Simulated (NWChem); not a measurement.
[F][GeH]([F])[F] (GeHF₃), optimised at PBE0/def2-SVP with NWChem:

| Quantity | Value |
|---|---|
| highest occupied level (eV) | -11.22 |
| orbital gap (eV) | 10.87 |
| dipole (D) | 2.46 |
| highest harmonic frequency (cm⁻¹) | 2281 |
| zero-point energy (kcal/mol) | 9.6 |

**Question.** One H atom is replaced by Cl, giving [Cl][Ge]([F])([F])[F] (GeClF3), optimised at the same level. How do these values move?

**Answer.** 
```
quantity                           new value  change
---------------------------------  ---------  ------
highest occupied level (eV)           -10.54   +0.68
orbital gap (eV)                        8.78   -2.09
dipole (D)                              1.19   -1.27
highest harmonic frequency (cm⁻¹)        790   -1491
zero-point energy (kcal/mol)             5.5    -4.1
```
